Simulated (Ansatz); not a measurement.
Two structures of CH6BrGa, closed shell, reached by relaxing down either side of one saddle point (PBE0-D4/def2-TZVP). Energies are electronic, without zero-point energy. Program: Ansatz 0.2.0. Basis: def2-TZVPP and def2-QZVPP. Cores are frozen in the correlated methods. Filled d shells of the heavier atoms are correlated. The def2 sets are not built for correlating such inner shells, so the correlated values are less sure here. Extrapolation: Hartree–Fock as exp(−7.88 √X), correlation as X^−2.97. First:

```xyz
9
angstrom
Ga -1.1094 0.2825 -0.0341
C 0.7638 0.8888 -0.2228
H -1.9334 -0.1310 -1.3106
H -1.8633 0.4734 1.3351
H 1.0705 -2.1371 0.4519
Br -0.3086 -2.4671 0.5754
H 0.7720 1.9558 -0.4663
H 1.2807 0.3694 -1.0327
H 1.3278 0.7652 0.7042
```

Second:

| atom | x (Å) | y (Å) | z (Å) |
| --- | --- | --- | --- |
| Ga1 | -1.6148 | -0.5168 | 0.1564 |
| C2 | 1.2648 | 0.6037 | -0.1682 |
| H3 | -1.8532 | -0.2103 | -1.3507 |
| H4 | -1.7966 | 0.4105 | 1.3931 |
| H5 | 1.0134 | -0.4265 | 0.0988 |
| Br6 | -1.0829 | -2.7052 | 0.6409 |
| H7 | 0.3765 | 1.2308 | -0.2717 |
| H8 | 1.7993 | 0.5948 | -1.1168 |
| H9 | 1.8936 | 1.0189 | 0.6181 |

**Question.** Which bonds change from the first to the second?

**Answer.** CH₅Ga ([CH3][GaH2]) + HBr → GaH₂Br ([GaH2][Br]) + CH₄; bonds formed: C2–H5; dative contacts that become bonds: Ga1–Br6; bonds broken: Ga1–C2, H5–Br6.

**Question.** Give the saddle point's structure and its height above each. (An estimate is asked for; the value comes from the calculation.)

**Answer.** By the calculation: 0.431 eV above the first and 1.909 eV above the second (CCSD(T) at an estimated basis limit (MP2 extrapolated from triple and quadruple zeta, plus CCSD(T) − MP2 in triple zeta)).
```xyz
9
angstrom
Ga -1.1498 0.0498 0.0188
C 0.8569 0.5741 -0.1551
H -1.8429 -0.1580 -1.3599
H -1.7706 0.4714 1.3830
H 0.4946 -0.9665 0.2103
Br -0.1123 -2.4000 0.5547
H 0.6115 1.6223 -0.3803
H 1.4290 0.2083 -1.0094
H 1.4837 0.5986 0.7381
```

T1 diagnostic: at most 0.011. The start structure is not quite a true minimum (one mode of 39i cm⁻¹). The end structure is not quite a true minimum (one mode of 62i cm⁻¹).

Labels in which every atom is bracketed show which atoms are joined, not bond orders.

For scale, one of the runs: CCSD(T)/def2-TZVPP, 211 basis functions, launched by `ansatz run in.yaml --threads 4 --pin off --events-out ev --progress --plain --max-ram 9574MiB`. The run took 110 s on 4 CPU threads of an Arm Neoverse V2 (shared host), with 2.9 GiB of host memory at its peak.
